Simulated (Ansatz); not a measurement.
Consider the ligand exchange at the Si–O bond: `[SiH3]O[SiH2]O[SiH3]` + CH₃SH → `CS[SiH2]O[SiH3]` + silanol.

Calculated with Ansatz (gas phase, PBE0-D4/def2-TZVP geometries, no zero-point term in ΔE). CCSD(T)/CBS adds triple-zeta CCSD(T) − MP2 to the extrapolated MP2 energy (def2 sets, frozen cores). This one scheme is used for every species. DFT in def2-TZVPP. B3LYP here is the variant with VWN-RPA as its local correlation; programs differ in this. Each species was taken in one conformer, which may not be the lowest.

`[SiH3]O[SiH2]O[SiH3]`:

Z-matrix (Å, degrees):
```
Si
O 1 1.637
H 1 1.485 2 109.9
H 1 1.483 2 108.3 3 -119.7
H 1 1.487 2 110.2 3 120.4
Si 2 1.627 1 145.9 3 -78.5
O 6 1.627 2 110.9 1 61.3
H 6 1.480 2 107.2 1 -178.8
H 6 1.480 2 109.8 1 -56.9
Si 7 1.637 6 145.8 2 60.6
H 10 1.483 7 108.2 6 162.1
H 10 1.485 7 109.9 6 -78.2
H 10 1.487 7 110.3 6 42.1
```

CH₃SH:

Cartesian coordinates in Å:
```
C -0.418 0.155 -0.207
S 1.333 -0.288 -0.181
H -1.049 -0.697 0.045
H -0.638 0.459 -1.230
H -0.629 0.992 0.457
H 1.400 -0.621 1.117
```

`CS[SiH2]O[SiH3]`:

```xyz
13

C    -1.859   -0.936    0.687
S    -0.656   -1.745   -0.411
Si    1.141   -0.950    0.376
O     1.286    0.659    0.116
Si    0.852    1.779   -1.003
H    -2.834   -1.361    0.454
H    -1.627   -1.137    1.733
H    -1.889    0.138    0.511
H     2.228   -1.688   -0.311
H     1.186   -1.139    1.846
H    -0.625    1.945   -1.015
H     1.306    1.374   -2.359
H     1.491    3.062   -0.624
```

`O[SiH3]`:

```xyz
6

O    -1.009   -0.782   -0.120
Si    0.202    0.335   -0.060
H    -0.874   -1.612    0.337
H     0.496    0.752    1.339
H    -0.278    1.497   -0.841
H     1.463   -0.189   -0.655
```

```json
{"level": "r2SCAN-D4", "ΔE (kJ/mol)": "55.8", "difference from CCSD(T)/CBS": "-4.5"}
{"level": "PBE0-D4", "ΔE (kJ/mol)": "50.0", "difference from CCSD(T)/CBS": "-10.3"}
{"level": "B3LYP-D4", "ΔE (kJ/mol)": "62.7", "difference from CCSD(T)/CBS": "2.4"}
{"level": "ωB97X-V", "ΔE (kJ/mol)": "60.5", "difference from CCSD(T)/CBS": "0.2"}
{"level": "ωB97M-V", "ΔE (kJ/mol)": "59.7", "difference from CCSD(T)/CBS": "-0.6"}
{"level": "r2SCAN", "ΔE (kJ/mol)": "56.3", "difference from CCSD(T)/CBS": "-4.0"}
{"level": "PBE0", "ΔE (kJ/mol)": "52.5", "difference from CCSD(T)/CBS": "-7.8"}
{"level": "B3LYP", "ΔE (kJ/mol)": "67.5", "difference from CCSD(T)/CBS": "7.2"}
{"level": "HF/def2-TZVPP", "ΔE (kJ/mol)": "88.1", "difference from CCSD(T)/CBS": "27.8"}
{"level": "MP2/def2-TZVPP", "ΔE (kJ/mol)": "59.3", "difference from CCSD(T)/CBS": "-1.0"}
{"level": "SCS-MP2/def2-TZVPP", "ΔE (kJ/mol)": "66.7", "difference from CCSD(T)/CBS": "6.4"}
{"level": "CCSD/def2-TZVPP", "ΔE (kJ/mol)": "68.5", "difference from CCSD(T)/CBS": "8.2"}
{"level": "HF/def2-QZVPP", "ΔE (kJ/mol)": "90.8", "difference from CCSD(T)/CBS": "30.5"}
{"level": "MP2/def2-QZVPP", "ΔE (kJ/mol)": "58.5", "difference from CCSD(T)/CBS": "-1.8"}
{"level": "SCS-MP2/def2-QZVPP", "ΔE (kJ/mol)": "65.8", "difference from CCSD(T)/CBS": "5.5"}
{"level": "CCSD/CBS(def2)", "ΔE (kJ/mol)": "65.4", "difference from CCSD(T)/CBS": "5.1"}
{"level": "CCSD(T)/CBS", "ΔE (kJ/mol)": "60.3", "difference from CCSD(T)/CBS": "0"}
```

Largest T1 diagnostic among the species: 0.012.

From PBE to PBE0 (25 % exact exchange), in def2-TZVPP and without D4, ΔE moves by +6.6 kJ/mol. In def2-TZVPP, CCSD(T) changes the Hartree–Fock value by −24.7 kJ/mol (the triples alone add −5.1 kJ/mol) and MP2 by −28.8 kJ/mol. The D4 term adds −4.8 kJ/mol with B3LYP and −2.4 kJ/mol with PBE0; it sums over pairs of atoms, weighted by their polarisabilities, and B3LYP, whose exchange is more repulsive, gets the larger term.
